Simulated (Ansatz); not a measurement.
CH10O2Si3, SMILES C[SiH](O[SiH3])O[SiH3]. Atoms are numbered in the order given.

```xyz
16

Si    -0.0657    -0.9278    -0.6833
C      0.2017    -2.6463    -0.0229
O      1.3283    -0.0363    -0.5469
Si     2.1320     1.0542     0.4125
O     -1.2596    -0.2027     0.2146
Si    -2.1695     1.1663     0.4510
H     -0.4520    -0.9184    -2.1180
H      0.4706    -2.6093     1.0450
H     -0.7131    -3.2517    -0.1255
H      1.0149    -3.1523    -0.5672
H      3.4065     1.4234    -0.2597
H      1.3020     2.2784     0.6102
H      2.4325     0.4598     1.7479
H     -3.5507     0.7657     0.8352
H     -1.5734     1.9844     1.5445
H     -2.2206     1.9843    -0.7966
```

Geometry optimised at B3LYP-D3(BJ)/def2-SVP. Other conformers were not sampled.

Two levels are set side by side: PBE-D3(BJ)/def2-SVP (Ansatz, a quantum-chemistry and plane-wave program) and B3LYP-D3(BJ)/def2-SVP (Ansatz). Each level has its own optimised geometry; the coordinates shown are those of the second. Differences are taken from unrounded values.

```tsv
quantity	B3LYP-D3(BJ)
mean bond length (Å)	1.482
bond Si1–C2 (Å)	1.860
bond Si1–O3 (Å)	1.660
bond Si1–O5 (Å)	1.661
bond O3–Si4 (Å)	1.660
bond O5–Si6 (Å)	1.661
bond Si1–H7 (Å)	1.486
bond C2–H8 (Å)	1.102
bond C2–H9 (Å)	1.102
bond C2–H10 (Å)	1.102
bond Si4–H11 (Å)	1.487
bond Si4–H12 (Å)	1.492
bond Si4–H13 (Å)	1.492
bond Si6–H14 (Å)	1.489
bond Si6–H15 (Å)	1.490
bond Si6–H16 (Å)	1.493
```

Question: What does PBE-D3(BJ) give, and how far is it from B3LYP-D3(BJ)? (The exact figures need the calculation; the answer reports its results.)

Answer: 
| quantity | PBE-D3(BJ) | PBE-D3(BJ) minus B3LYP-D3(BJ) |
|---|---|---|
| mean bond length (Å) | 1.495 | 0.012 |
| bond Si1–C2 (Å) | 1.867 | 0.007 |
| bond Si1–O3 (Å) | 1.675 | 0.014 |
| bond Si1–O5 (Å) | 1.675 | 0.015 |
| bond O3–Si4 (Å) | 1.675 | 0.015 |
| bond O5–Si6 (Å) | 1.677 | 0.016 |
| bond Si1–H7 (Å) | 1.499 | 0.013 |
| bond C2–H8 (Å) | 1.109 | 0.007 |
| bond C2–H9 (Å) | 1.109 | 0.007 |
| bond C2–H10 (Å) | 1.109 | 0.007 |
| bond Si4–H11 (Å) | 1.501 | 0.013 |
| bond Si4–H12 (Å) | 1.504 | 0.012 |
| bond Si4–H13 (Å) | 1.507 | 0.015 |
| bond Si6–H14 (Å) | 1.501 | 0.012 |
| bond Si6–H15 (Å) | 1.505 | 0.015 |
| bond Si6–H16 (Å) | 1.506 | 0.014 |

Exact exchange shortens and stiffens bonds; PBE has none. Differences between two approximate levels are no errors against the true value.
